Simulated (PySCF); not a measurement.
AlBH₄O₄, SMILES [B]([Al]([OH])[OH])(O)O.

The structure is a stationary point at ωB97X-D3(BJ)/def2-SVP. The structure was generated by enumeration; whether it is a known compound was not checked. The values are those of a single conformer.

Calculation: PySCF with PBE/def2-TZVP.

Symmetry labels are those of the subgroup C2 that the program uses (full group C2).

Computed valence orbital energies around the gap with their symmetry:
```tsv
orbital	symmetry	energy (eV)
HOMO−7	B	-9.45
HOMO−6	B	-8.19
HOMO−5	A	-8.08
HOMO−4	A	-7.80
HOMO−3	B	-7.40
HOMO−2	B	-6.95
HOMO−1	A	-6.91
HOMO	A	-6.82
LUMO	B	-0.84
LUMO+1	A	-0.71
LUMO+2	B	-0.58
LUMO+3	A	-0.30
```
